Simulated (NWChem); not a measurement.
System: CuH3O2; SMILES [OH][Cu]<-[OH2]

The following NWChem deck was run.

```
start job
memory heap 200 mb stack 900 mb global 1100 mb
geometry units angstroms
  Cu     0.032164     0.018177    -0.028258
  O      1.507538    -0.267864    -0.837262
  H      1.789372     0.490118    -1.344854
  O     -1.540313     0.199846     0.887117
  H     -1.253965    -0.001641     1.791142
  H     -2.044044    -0.555514     0.542135
end
basis spherical
  * library 6-31g*
end
dft
  xc b3lyp
  iterations 150
end
driver
  maxiter 120
end
task dft optimize
task dft freq
```

Parts of the log:

```
             Northwest Computational Chemistry Package (NWChem) 7.3.0
             --------------------------------------------------------

 C1  symmetry detected

                             Geometry "geometry" -> ""
                             -------------------------

 Output coordinates in angstroms (scale by  1.889725989 to convert to a.u.)

  No.       Tag          Charge          X              Y              Z
 ---- ---------------- ---------- -------------- -------------- --------------
    1 Cu                  29.0000     0.02751215    -0.06081946    -0.00326995
    2 O                    8.0000    -0.10027246    -1.76272434     0.01177178
    3 H                    1.0000     0.74986326    -2.18565072    -0.08832462
    4 O                    8.0000     0.03122090     1.76772767    -0.00402121
    5 H                    1.0000    -0.40016941     1.95524215     0.84367810
    6 H                    1.0000    -0.59513373     1.95414629    -0.72252953

 Effective nuclear repulsion energy (a.u.)     186.2691342514

                                Z-matrix (autoz)
                                --------

 Units are Angstrom for bonds and degrees for angles

      Type          Name      I     J     K     L     M      Value
      ----------- --------  ----- ----- ----- ----- ----- ----------
    1 Stretch                  1     2                       1.70676
    2 Stretch                  1     4                       1.82855
    3 Stretch                  2     3                       0.95479
    4 Stretch                  4     5                       0.96946
    5 Stretch                  4     6                       0.97125
    6 Bend                     1     2     3               111.96908
    7 Bend                     1     4     5               101.07883
    8 Bend                     1     4     6               101.00720
    9 Bend                     2     4     5                99.95153
   10 Bend                     2     4     6                99.85215
   11 Bend                     4     2     3               114.14418
   12 Bend                     5     4     6               108.83072
   13 Torsion                  1     4     5     6        -105.80334
   14 Torsion                  1     4     6     5         105.85265
   15 Torsion                  3     2     4     5        -124.02072
   16 Torsion                  3     2     4     6         124.68983
   17 Torsion                  2     3     1     4        -179.96957
   18 Torsion                  2     1     5     4        -172.47442
   19 Torsion                  2     1     6     4         172.58533

                           NWChem Geometry Optimization
                           ----------------------------

[...]

      ----------------------
      Optimization converged
      ----------------------

  Step       Energy      Delta E   Gmax     Grms     Xrms     Xmax
  ---- ---------------- -------- -------- -------- -------- --------
@   11   -1792.50795423 -2.4D-08  0.00001  0.00000  0.00020  0.00070
                                     ok       ok       ok       ok

                                Z-matrix (autoz)
                                --------

 Units are Angstrom for bonds and degrees for angles

[...]

 Rotational Constants
 --------------------
 A=   7.119378 cm-1  ( 10.242968 K)
 B=   0.142189 cm-1  (  0.204574 K)
 C=   0.142071 cm-1  (  0.204404 K)

 Temperature                      =   298.15K
 frequency scaling parameter      =   1.0000

 Zero-Point correction to Energy  =   23.356 kcal/mol  (  0.037220 au)
 Thermal correction to Energy     =   26.858 kcal/mol  (  0.042802 au)
 Thermal correction to Enthalpy   =   27.451 kcal/mol  (  0.043745 au)

 Total Entropy                    =   72.060 cal/mol-K
   - Translational                =   39.638 cal/mol-K (mol. weight =  97.9431)
   - Rotational                   =   21.934 cal/mol-K (symmetry #  =        1)
   - Vibrational                  =   10.488 cal/mol-K

 Cv (constant volume heat capacity) =   16.687 cal/mol-K
   - Translational                  =    2.979 cal/mol-K
   - Rotational                     =    2.979 cal/mol-K
   - Vibrational                    =   10.728 cal/mol-K

[normal modes left out]

 ----------------------------------------------------------------------------
 Normal Eigenvalue ||           Projected Infra Red Intensities
  Mode   [cm**-1]  || [atomic units] [(debye/angs)**2] [(KM/mol)] [arbitrary]
 ------ ---------- || -------------- ----------------- ---------- -----------
    1       -0.000 ||    0.000019           0.000         0.018       0.004
    2        0.000 ||    0.002518           0.058         2.455       0.530
    3        0.000 ||    0.008732           0.201         8.512       1.839
    4        0.000 ||    0.003192           0.074         3.112       0.672
    5        0.000 ||    0.005120           0.118         4.991       1.078
    6        0.000 ||    0.005746           0.133         5.602       1.210
    7      127.258 ||    0.006074           0.140         5.921       1.279
    8      137.244 ||    0.022399           0.517        21.835       4.718
    9      177.397 ||    0.118266           2.729       115.292      24.909
   10      465.159 ||    0.176491           4.072       172.052      37.172
   11      491.724 ||    0.093672           2.161        91.316      19.729
   12      637.220 ||    0.000024           0.001         0.024       0.005
   13      735.233 ||    0.025531           0.589        24.889       5.377
   14      791.095 ||    0.147257           3.397       143.553      31.015
   15     1664.257 ||    0.098916           2.282        96.428      20.834
   16     3648.922 ||    0.017856           0.412        17.407       3.761
   17     3728.076 ||    0.009251           0.213         9.019       1.948
   18     3742.016 ||    0.113558           2.620       110.702      23.917
 ----------------------------------------------------------------------------
```

Level: B3LYP/6-31G* (spherical d).
